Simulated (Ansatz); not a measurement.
The cluster CdB₉, relaxed as a doublet with UKS PBE-D4/def2-SVP in Ansatz, starting from the GFN1-xTB geometry. Force threshold 0.03 eV/Å.

In the def2 sets Cd takes a core potential; there is no spin–orbit coupling. Another isomer (doublet) lies 0.21 eV lower at PBE0-D4/def2-TZVP; other spin states weren't run for this one.

Start:

Cartesian coordinates in Å:
```
Cd 3.0632 1.8079 2.2694
B -0.1066 1.2815 0.8072
B 0.8650 -1.6119 -0.7609
B 1.4317 -0.5222 0.1565
B -2.2220 0.1881 -0.6527
B 1.3520 0.7845 0.9895
B -1.5408 1.2194 0.2658
B -0.4141 -0.2411 -0.3109
B -1.8942 -1.1070 -1.3897
B -0.5340 -1.7993 -1.3743
```

```json
{"step": "1", "energy (eV)": "-10629.7687", "largest force component (eV/Å)": "0.890", "SCF passes": "30"}
{"step": "2", "energy (eV)": "-10629.9834", "largest force component (eV/Å)": "0.936", "SCF passes": "27"}
{"step": "3", "energy (eV)": "-10630.3469", "largest force component (eV/Å)": "0.792", "SCF passes": "31"}
{"step": "4", "energy (eV)": "-10630.4369", "largest force component (eV/Å)": "0.443", "SCF passes": "26"}
{"step": "5", "energy (eV)": "-10630.4825", "largest force component (eV/Å)": "0.155", "SCF passes": "25"}
{"step": "6", "energy (eV)": "-10630.4884", "largest force component (eV/Å)": "0.107", "SCF passes": "25"}
{"step": "7", "energy (eV)": "-10630.4905", "largest force component (eV/Å)": "0.062", "SCF passes": "25"}
{"step": "8", "energy (eV)": "-10630.4925", "largest force component (eV/Å)": "0.005", "SCF passes": "23"}
```

Force components are those of the run's own axes.

End:

```xyz
10

Cd    3.140    1.838    2.307
B     0.067    1.123    0.769
B     0.767   -1.478   -0.702
B     1.300   -0.324    0.246
B    -2.306    0.191   -0.683
B     1.561    0.915    1.149
B    -1.423    1.091    0.226
B    -0.622   -0.364   -0.458
B    -1.930   -1.129   -1.427
B    -0.554   -1.865   -1.427
```

Bonds formed: B2–B4 (atoms count from 1).

No frequencies were taken in this run, so the end may be a saddle point.

Hardware: 6 threads of AMD EPYC on a shared host. Wall time 22 s.
